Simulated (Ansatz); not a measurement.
Born–Oppenheimer molecular dynamics of a periodic cell of 30 atoms, H2CSO (contents 6 H2 + 6 OCS, density as packed 0.91 g/cm³ with natural masses). It starts from a partly relaxed structure (largest force component 0.22 eV/Å).

All numbers below come from DFT PBE, scalar-relativistic, plane waves, PAW (Ansatz 0.2.0). Settings: accuracy low, cutoff 420 eV, k mesh 1x1x1, fermi-dirac smearing 0.05 eV, no spin polarisation.

- ensemble: NVT, Langevin thermostat
- time step: 0.5 fs
- steps asked: 120
- set temperature: 1000 K
- friction: 0.02 /fs
- seed: 19036

Frames 0.5 fs apart, positions in Å, forces in eV/Å.

Velocities at 5.0 fs (Å/ps):

```
H -26.50 -5.83 22.68
H 56.51 -27.08 -22.04
H -31.81 -12.56 25.01
H -26.38 19.33 -8.11
H -13.15 16.79 -1.38
H -32.95 -15.03 3.33
H -26.32 32.45 31.79
H -9.72 20.62 30.93
H 33.28 -34.91 -29.12
H -4.95 -11.56 -17.94
H -13.85 -4.06 10.90
H -6.25 1.12 -80.78
O -5.61 10.47 0.25
C -9.37 -0.46 -11.07
S 2.73 -1.30 8.12
O -10.28 -7.44 -2.75
C -1.59 -7.30 10.19
S -3.52 -3.94 7.78
O -6.36 -9.22 -1.33
C -4.17 -9.56 -10.84
S 2.84 -4.63 -0.41
O -1.87 4.01 2.00
C 12.12 3.76 -4.82
S 12.56 -4.86 -2.23
O -1.89 -0.25 -2.60
C 16.47 6.64 2.69
S 1.92 3.75 -3.59
O -9.20 -11.97 2.33
C 4.64 11.41 -5.51
S 7.86 1.85 -1.24
```

```xyz
30
Lattice="8.7850 0.0000 0.0000 0.0000 8.7850 0.0000 0.0000 0.0000 8.7850" Properties=species:S:1:pos:R:3:forces:R:3 time_fs=5.0 energy_less_start_eV=0.983 T=900
H 4.002 8.031 6.650 0.31 -1.05 0.53
H 4.177 7.348 7.006 -0.34 1.07 -0.56
H 7.576 0.324 1.611 0.00 -0.33 -1.59
H 7.572 0.155 0.823 0.02 0.33 1.57
H 3.587 5.556 -0.144 -0.94 -0.20 -0.49
H 2.903 5.425 -0.510 0.97 0.19 0.50
H 8.155 -0.093 4.099 1.00 0.34 0.33
H 8.860 0.158 4.340 -0.99 -0.36 -0.36
H 6.357 7.000 3.804 -0.38 0.45 -1.04
H 6.108 7.296 3.114 0.40 -0.46 1.05
H 2.277 7.492 1.451 -1.57 1.60 -0.04
H 1.691 8.085 1.451 1.55 -1.61 0.05
O 9.485 5.910 6.945 2.26 -0.82 -0.43
C 8.384 6.227 6.960 -0.15 0.24 0.50
S 6.944 6.706 7.150 -2.06 0.58 -0.05
O 4.708 0.804 2.248 -0.85 0.29 1.59
C 4.024 1.041 3.191 0.64 -0.25 -1.63
S 3.031 1.385 4.350 0.18 0.00 0.04
O 5.996 3.777 0.881 3.59 0.22 0.30
C 7.189 3.889 1.048 -1.98 0.11 0.17
S 8.745 4.104 1.370 -1.60 -0.33 -0.48
O 1.231 0.412 7.699 -4.52 -3.92 -1.01
C 2.066 1.133 7.856 5.37 4.69 1.34
S 3.248 2.171 8.147 -0.85 -0.77 -0.31
O 6.457 3.296 4.167 -3.55 2.03 -5.85
C 7.033 2.999 5.063 3.74 -2.33 6.47
S 7.783 2.511 6.376 -0.21 0.32 -0.60
O 2.237 6.809 4.473 -0.18 0.80 0.10
C 2.864 6.074 3.831 0.32 -1.51 -0.18
S 3.638 4.911 3.088 -0.20 0.70 0.10
30
Lattice="8.7850 0.0000 0.0000 0.0000 8.7850 0.0000 0.0000 0.0000 8.7850" Properties=species:S:1:pos:R:3:forces:R:3 time_fs=5.5 energy_less_start_eV=0.971 T=853
H 3.990 8.026 6.661 0.41 -1.20 0.56
H 4.204 7.335 6.994 -0.45 1.23 -0.59
H 7.562 0.316 1.621 0.01 -0.33 -1.79
H 7.559 0.165 0.821 0.02 0.33 1.76
H 3.579 5.565 -0.146 -1.13 -0.27 -0.57
H 2.887 5.418 -0.507 1.16 0.25 0.59
H 8.143 -0.076 4.113 1.10 0.36 0.37
H 8.854 0.170 4.355 -1.09 -0.39 -0.39
H 6.372 6.981 3.788 -0.43 0.50 -1.09
H 6.105 7.290 3.107 0.45 -0.51 1.10
H 2.267 7.494 1.457 -1.43 1.48 -0.15
H 1.691 8.083 1.412 1.42 -1.50 0.16
O 9.483 5.915 6.945 2.21 -0.81 -0.46
C 8.380 6.227 6.954 0.17 0.16 0.52
S 6.946 6.705 7.154 -2.33 0.65 -0.04
O 4.704 0.800 2.247 -0.95 0.32 1.78
C 4.023 1.037 3.196 0.74 -0.28 -1.83
S 3.030 1.383 4.354 0.19 -0.01 0.05
O 5.993 3.772 0.880 3.54 0.21 0.26
C 7.186 3.884 1.042 -1.74 0.15 0.27
S 8.746 4.101 1.369 -1.78 -0.36 -0.54
O 1.230 0.414 7.699 -4.04 -3.49 -0.92
C 2.072 1.135 7.853 4.83 4.21 1.24
S 3.254 2.169 8.146 -0.78 -0.72 -0.31
O 6.455 3.295 4.165 -3.02 1.75 -5.02
C 7.042 3.002 5.065 3.07 -1.99 5.45
S 7.784 2.512 6.374 -0.07 0.26 -0.41
O 2.233 6.804 4.474 -0.23 0.90 0.15
C 2.867 6.079 3.829 0.40 -1.71 -0.27
S 3.642 4.912 3.087 -0.23 0.79 0.13
30
Lattice="8.7850 0.0000 0.0000 0.0000 8.7850 0.0000 0.0000 0.0000 8.7850" Properties=species:S:1:pos:R:3:forces:R:3 time_fs=6.0 energy_less_start_eV=0.896 T=792
H 3.979 8.020 6.670 0.51 -1.29 0.56
H 4.229 7.326 6.981 -0.55 1.32 -0.59
H 7.552 0.309 1.625 0.00 -0.28 -1.76
H 7.545 0.174 0.824 0.03 0.29 1.74
H 3.569 5.572 -0.148 -1.20 -0.30 -0.59
H 2.872 5.411 -0.501 1.23 0.29 0.60
H 8.136 -0.060 4.126 1.09 0.35 0.36
H 8.847 0.183 4.369 -1.08 -0.39 -0.39
H 6.384 6.963 3.769 -0.44 0.50 -1.02
H 6.101 7.287 3.106 0.46 -0.51 1.03
H 2.251 7.500 1.463 -1.14 1.20 -0.22
H 1.695 8.078 1.373 1.13 -1.22 0.24
O 9.482 5.920 6.946 2.06 -0.78 -0.49
C 8.375 6.227 6.949 0.60 0.05 0.53
S 6.947 6.704 7.159 -2.60 0.73 -0.01
O 4.699 0.796 2.246 -1.04 0.35 1.94
C 4.022 1.033 3.200 0.82 -0.31 -2.01
S 3.029 1.381 4.357 0.19 -0.01 0.07
O 5.991 3.769 0.880 3.34 0.18 0.21
C 7.182 3.879 1.037 -1.35 0.20 0.39
S 8.747 4.099 1.369 -1.97 -0.39 -0.59
O 1.229 0.415 7.700 -3.45 -2.96 -0.81
C 2.079 1.137 7.851 4.14 3.61 1.13
S 3.259 2.167 8.145 -0.69 -0.65 -0.30
O 6.452 3.296 4.164 -2.40 1.44 -4.06
C 7.051 3.004 5.069 2.29 -1.60 4.25
S 7.785 2.514 6.372 0.10 0.19 -0.16
O 2.228 6.798 4.475 -0.23 0.96 0.16
C 2.871 6.083 3.828 0.41 -1.83 -0.30
S 3.645 4.913 3.087 -0.24 0.86 0.15
30
Lattice="8.7850 0.0000 0.0000 0.0000 8.7850 0.0000 0.0000 0.0000 8.7850" Properties=species:S:1:pos:R:3:forces:R:3 time_fs=6.5 energy_less_start_eV=0.795 T=845
H 3.966 8.011 6.680 0.58 -1.31 0.52
H 4.251 7.320 6.968 -0.62 1.33 -0.56
H 7.543 0.302 1.625 -0.01 -0.21 -1.53
H 7.531 0.185 0.832 0.04 0.22 1.50
H 3.558 5.577 -0.153 -1.16 -0.32 -0.54
H 2.861 5.403 -0.493 1.19 0.30 0.56
H 8.134 -0.044 4.141 0.85 0.27 0.28
H 8.836 0.196 4.381 -0.84 -0.31 -0.31
H 6.395 6.944 3.749 -0.39 0.45 -0.84
H 6.097 7.282 3.107 0.42 -0.45 0.85
H 2.233 7.508 1.470 -0.76 0.81 -0.23
H 1.700 8.071 1.336 0.74 -0.83 0.24
O 9.480 5.925 6.946 1.83 -0.73 -0.52
C 8.370 6.228 6.945 1.10 -0.07 0.53
S 6.948 6.704 7.163 -2.87 0.80 0.02
O 4.695 0.792 2.246 -1.07 0.36 2.04
C 4.022 1.028 3.205 0.86 -0.31 -2.14
S 3.028 1.379 4.359 0.18 -0.01 0.09
O 5.990 3.765 0.880 3.08 0.15 0.14
C 7.177 3.874 1.032 -0.92 0.26 0.50
S 8.747 4.097 1.367 -2.14 -0.42 -0.65
O 1.227 0.416 7.699 -2.76 -2.36 -0.69
C 2.086 1.140 7.849 3.35 2.93 0.99
S 3.264 2.164 8.143 -0.59 -0.56 -0.29
O 6.450 3.296 4.163 -1.77 1.14 -3.11
C 7.060 3.006 5.072 1.47 -1.21 3.04
S 7.786 2.515 6.370 0.27 0.10 0.10
O 2.224 6.792 4.476 -0.22 1.00 0.16
C 2.875 6.087 3.827 0.40 -1.92 -0.32
S 3.648 4.914 3.086 -0.24 0.91 0.17
30
Lattice="8.7850 0.0000 0.0000 0.0000 8.7850 0.0000 0.0000 0.0000 8.7850" Properties=species:S:1:pos:R:3:forces:R:3 time_fs=7.0 energy_less_start_eV=0.696 T=864
H 3.953 7.999 6.691 0.58 -1.19 0.43
H 4.268 7.317 6.954 -0.63 1.21 -0.47
H 7.536 0.293 1.622 -0.01 -0.12 -1.06
H 7.517 0.197 0.844 0.04 0.12 1.03
H 3.546 5.582 -0.160 -1.00 -0.30 -0.44
H 2.852 5.394 -0.482 1.03 0.29 0.46
H 8.136 -0.027 4.158 0.40 0.11 0.13
H 8.822 0.210 4.396 -0.39 -0.16 -0.16
H 6.402 6.926 3.727 -0.29 0.33 -0.57
H 6.093 7.274 3.110 0.32 -0.33 0.57
H 2.216 7.520 1.477 -0.34 0.37 -0.15
H 1.704 8.060 1.298 0.32 -0.39 0.17
O 9.479 5.930 6.946 1.64 -0.69 -0.55
C 8.365 6.228 6.940 1.54 -0.18 0.53
S 6.949 6.703 7.167 -3.12 0.87 0.04
O 4.691 0.788 2.247 -1.07 0.35 2.09
C 4.022 1.023 3.210 0.86 -0.30 -2.21
S 3.027 1.377 4.362 0.19 -0.01 0.11
O 5.989 3.762 0.881 2.80 0.11 0.08
C 7.173 3.870 1.028 -0.51 0.32 0.61
S 8.746 4.094 1.366 -2.26 -0.44 -0.69
O 1.225 0.416 7.699 -2.04 -1.74 -0.56
C 2.093 1.143 7.847 2.49 2.21 0.84
S 3.269 2.162 8.142 -0.46 -0.45 -0.26
O 6.447 3.298 4.162 -1.08 0.82 -2.11
C 7.070 3.008 5.077 0.59 -0.80 1.73
S 7.787 2.517 6.368 0.47 0.00 0.41
O 2.220 6.786 4.477 -0.22 1.04 0.17
C 2.879 6.091 3.825 0.39 -2.01 -0.34
S 3.652 4.916 3.085 -0.24 0.95 0.17
30
Lattice="8.7850 0.0000 0.0000 0.0000 8.7850 0.0000 0.0000 0.0000 8.7850" Properties=species:S:1:pos:R:3:forces:R:3 time_fs=7.5 energy_less_start_eV=0.643 T=848
H 3.939 7.983 6.703 0.51 -0.94 0.30
H 4.281 7.316 6.938 -0.56 0.96 -0.34
H 7.528 0.281 1.615 0.00 -0.02 -0.35
H 7.503 0.207 0.858 0.03 0.03 0.32
H 3.531 5.588 -0.170 -0.73 -0.25 -0.30
H 2.844 5.385 -0.471 0.76 0.23 0.31
H 8.140 -0.008 4.176 -0.20 -0.10 -0.09
H 8.806 0.224 4.412 0.21 0.05 0.05
H 6.411 6.909 3.705 -0.18 0.20 -0.32
H 6.088 7.265 3.113 0.21 -0.20 0.32
H 2.201 7.532 1.486 -0.01 0.03 -0.04
H 1.705 8.048 1.259 0.00 -0.05 0.06
O 9.478 5.934 6.947 1.47 -0.66 -0.59
C 8.361 6.229 6.936 1.93 -0.28 0.55
S 6.949 6.703 7.171 -3.33 0.93 0.07
O 4.687 0.784 2.247 -1.03 0.34 2.08
C 4.023 1.019 3.214 0.80 -0.28 -2.21
S 3.026 1.375 4.364 0.20 -0.02 0.11
O 5.988 3.760 0.882 2.50 0.08 0.02
C 7.168 3.866 1.025 -0.10 0.37 0.70
S 8.746 4.092 1.365 -2.37 -0.46 -0.72
O 1.224 0.416 7.698 -1.31 -1.13 -0.45
C 2.102 1.147 7.845 1.59 1.46 0.69
S 3.273 2.160 8.141 -0.29 -0.31 -0.23
O 6.443 3.299 4.160 -0.40 0.52 -1.14
C 7.078 3.010 5.082 -0.29 -0.38 0.44
S 7.789 2.518 6.366 0.67 -0.11 0.72
O 2.217 6.780 4.477 -0.19 1.06 0.16
C 2.884 6.093 3.823 0.34 -2.04 -0.32
S 3.656 4.918 3.083 -0.21 0.97 0.17
30
Lattice="8.7850 0.0000 0.0000 0.0000 8.7850 0.0000 0.0000 0.0000 8.7850" Properties=species:S:1:pos:R:3:forces:R:3 time_fs=8.0 energy_less_start_eV=0.654 T=783
H 3.925 7.965 6.717 0.35 -0.58 0.16
H 4.290 7.318 6.923 -0.41 0.60 -0.20
H 7.523 0.270 1.609 0.03 0.04 0.35
H 7.489 0.216 0.872 0.00 -0.03 -0.37
H 3.514 5.595 -0.179 -0.34 -0.14 -0.12
H 2.839 5.376 -0.458 0.37 0.13 0.13
H 8.146 0.008 4.196 -0.93 -0.36 -0.36
H 8.790 0.238 4.430 0.93 0.30 0.31
H 6.419 6.892 3.686 -0.06 0.08 -0.10
H 6.085 7.258 3.117 0.09 -0.07 0.10
H 2.187 7.543 1.495 0.17 -0.16 0.07
H 1.703 8.037 1.223 -0.19 0.14 -0.04
O 9.477 5.939 6.948 1.29 -0.63 -0.62
C 8.357 6.230 6.931 2.27 -0.36 0.56
S 6.950 6.704 7.175 -3.49 0.97 0.09
O 4.682 0.779 2.249 -0.95 0.31 2.00
C 4.024 1.014 3.217 0.69 -0.24 -2.11
S 3.026 1.373 4.366 0.23 -0.03 0.10
O 5.988 3.756 0.883 2.14 0.04 -0.04
C 7.163 3.862 1.022 0.37 0.43 0.80
S 8.745 4.090 1.364 -2.49 -0.48 -0.75
O 1.222 0.416 7.697 -0.63 -0.57 -0.34
C 2.110 1.149 7.843 0.75 0.77 0.55
S 3.277 2.158 8.140 -0.12 -0.18 -0.19
O 6.439 3.301 4.159 0.22 0.26 -0.27
C 7.087 3.012 5.088 -1.10 -0.01 -0.73
S 7.791 2.519 6.365 0.86 -0.22 1.04
O 2.214 6.774 4.477 -0.12 1.02 0.10
C 2.889 6.096 3.822 0.24 -2.00 -0.26
S 3.660 4.920 3.082 -0.19 0.96 0.16
```

Of the whole run (60 fs, mean temperature of the second half 869 K): The mean temperature of the second half is 13 % below the set value. A run of 0.06 ps of so small a system gives no equilibrium averages. Limits of this set-up: coarse k mesh, low accuracy level.

The run took 7 min on 1 CPU thread of a shared host.
